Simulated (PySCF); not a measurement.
# Broadened absorption spectrum of C5H5F3O

Species: C5H5F3O.
InChI=1S/C5H5F3O/c1-2-4(3-9)5(6,7)8/h1,4,9H,3H2/t4-/m0/s1

The calculation used TDDFT CAM-B3LYP/def2-SVPD, vertical, gas phase, core orbitals frozen in the response (PySCF 2.14.0, density-fitted response routines). Geometry: PBE0-D3(BJ)/def2-SVP, one conformer, isolated molecule. Torsions of this conformer, `[CH:1]#[C:2][C@@H:3]([CH2:4][OH:5])[C:6]([F:7])([F:8])[F:9]`: C2–C3–C4–O5 -59°, C2–C3–C6–F7 -63°, H–O5–C4–C3 63°.

Computed states:

```tsv
state	E (eV)	f
S1	6.45	0.0001
S2	6.80	0.0019
S3	6.88	0.0014
S4	7.56	0.0024
S5	8.03	0.045
S6	8.15	0.065
S7	8.39	0.074
S8	8.44	0.0041
S9	8.91	0.0092
S10	9.01	0.041
```

Broadening: Gaussians 0.3 eV wide at half height, area fixed by f = 4.319×10⁻⁹ ∫ε dν̃. The width is an assumption, not a result. The curve ends short of the highest state used, and states not computed would add to its high-energy end.

Task: What does the envelope look like, and where are its maxima?

Result: 
(E (eV), ε (L mol⁻¹ cm⁻¹)): (6.00, 0), (6.06, 0), (6.12, 0), (6.17, 1), (6.23, 3), (6.28, 5), (6.34, 9), (6.40, 13), (6.45, 17), (6.51, 27), (6.56, 46), (6.62, 88), (6.68, 154), (6.73, 216), (6.79, 272), (6.84, 284), (6.90, 249), (6.96, 179), (7.01, 116), (7.07, 58), (7.12, 28), (7.18, 12), (7.24, 12), (7.29, 23), (7.35, 55), (7.40, 97), (7.46, 158), (7.52, 207), (7.57, 223), (7.63, 219), (7.68, 240), (7.74, 414), (7.80, 953), (7.85, 1847), (7.91, 3542), (7.96, 5343), (8.02, 7515), (8.08, 9078), (8.13, 9633), (8.19, 9550), (8.24, 9242), (8.30, 8937), (8.36, 8521), (8.41, 7708)

Maxima: 182 nm (6.83 eV), ε about 280, made up of S2 (59%) and S3 (41%); 164 nm (7.58 eV), ε about 220, made up of S4 (97%) (hardly more than a shoulder); 152 nm (8.15 eV), ε about 9700, made up of S5 (27%), S6 (61%) and S7 (12%) (ε in L mol⁻¹ cm⁻¹; maxima over ε = 5, shares over 10%).

Task: Coming from long wavelengths, where does ε first pass 100 L mol⁻¹ cm⁻¹?

Result: At about 187 nm (6.63 eV), 0.18 eV above S1.

Task: What would ε be at 8.15 eV, the highest of these maxima, with half the width (0.15 eV)?

Result: About 13100 L mol⁻¹ cm⁻¹ against 9670, a factor of about 1.4; a lone state at its own centre would give exactly 2.

Task: On this curve, what absorbance would a 10⁻⁵ mol/L sample give at 193 nm over a 1 cm path?

Result: 193 nm is 6.424 eV, where ε is about 15 L mol⁻¹ cm⁻¹, so A = ε c l ≈ 0.00015 (Beer–Lambert, with the gas-phase spectrum and the assumed width).

All these states lie below the vertical ionisation energy of 10.67 eV (ΔSCF).

Time: 5.2 min of wall time. Hardware: Arm Neoverse V1, one thread, shared host.
